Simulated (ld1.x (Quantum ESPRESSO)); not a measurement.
**What one change does to a pseudopotential (Ne (Z = 10), ultrasoft)**

Ne, ultrasoft, made with ld1.x (Quantum ESPRESSO) 7.5 (PBE, non-relativistic). Core [He], reference 2s2 2p5 (charge +1). Waves: 2s (bound): rcut 0.45, rcutus 0.50 bohr; 2s channel at 0.45 Ry: rcut 0.45, rcutus 0.50 bohr; 2p (bound): rcut 0.80, rcutus 1.00 bohr; 2p channel at -2.05 Ry: rcut 0.80, rcutus 1.00 bohr. Local part: all-electron potential smoothed inside 0.55 bohr (lloc = -1). Core correction: Bessel-smoothed model core inside 0.30 bohr. Augmentation charge: PSQ, inside the norm-conserving radii.

All-electron outer shells of the reference configuration (PBE, non-relativistic, ld1.x):

```
shell  level (eV)  outermost node (bohr)  outermost maximum (bohr)
   2s      -55.51                   0.22                      0.68
   2p      -32.29                      –                      0.60
```

Change: reference 2s2 2p4.

Cutoffs: the cutoffs (Ry, on a coarse ladder) from which the occupation-weighted sum of valence levels, in a spherical-Bessel basis at the reference potential, stays within 10 and 1 mRy of its value at 400 Ry; they do not see the model core or the augmentation charge, which bear on the density cutoff. Errors are all-electron minus pseudo energies relative to the spin-unpolarised reference configuration.

Problem. What does the change do?

Solution. The potential gets harder (140 Ry and 260 Ry → 160 Ry and 300 Ry); the number of tests that count goes from 5 to 6; neither file shows a bound ghost at the reference potential, the only one tested.

```tsv
quantity	base	changed
cutoff, loose	140 Ry	160 Ry
cutoff, tight	260 Ry	300 Ry
loose cutoff by channel (10 mRy a level)	s 120 Ry, p 70 Ry	s 140 Ry, p 70 Ry
bound ghosts	none	none
tests counted (converged, no solver errors)	5 of 6	6 of 6
s: phases at 1.09 bohr within 0.05 rad from the reference energy up to (Ry; the scan ends near 5)	to the end of the scan	to the end of the scan
p: phases at 1.09 bohr within 0.05 rad from the reference energy up to (Ry; the scan ends near 5)	to the end of the scan	to the end of the scan
lowest overlap eigenvalue by channel	s 0.67, p 0.93	s 0.66, p 0.94
```

Base: Tests not counted: 2s2 2p2 (solver errors, printed error -397 eV).
